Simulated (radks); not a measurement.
The numbers below are computed, except where a source is named.
Coulomb parameter of the 3d shell of the iron ion Fe2+ in the model configuration [Ar] 3d5 4s1, as a second difference U = [E(n + 1) + E(n - 1) - 2 E(n)] / (1)^2 with all orbitals relaxed. "Bare": the charge of the atom changes with n. "Screened": the 4s shell takes up the change at fixed total charge, which measures U(3d,3d) + U(4s,4s) - 2 U(3d,4s). Code: a radial shooting solver on a logarithmic mesh with Libxc functionals. Model: Dirac Kohn-Sham, LDA (Slater exchange, Perdew-Wang correlation), spin-unpolarised, spherical densities, point nucleus; open shells are shared between the two j in proportion to 2j + 1.

\begin{tabular}{lrr}
case & configuration & E - E(n) (eV) \\ \hline
start & [Ar] 3d5 4s1 & 0.000 \\
bare +1 & [Ar] 3d6 4s1 & -23.959 \\
bare -1 & [Ar] 3d4 4s1 & 41.359 \\
screened +1 & [Ar] 3d6 & -7.473 \\
screened -1 & [Ar] 3d4 4s2 & 11.786 \\
\end{tabular}

U(bare) = 17.400 eV, U(screened by 4s) = 4.313 eV.
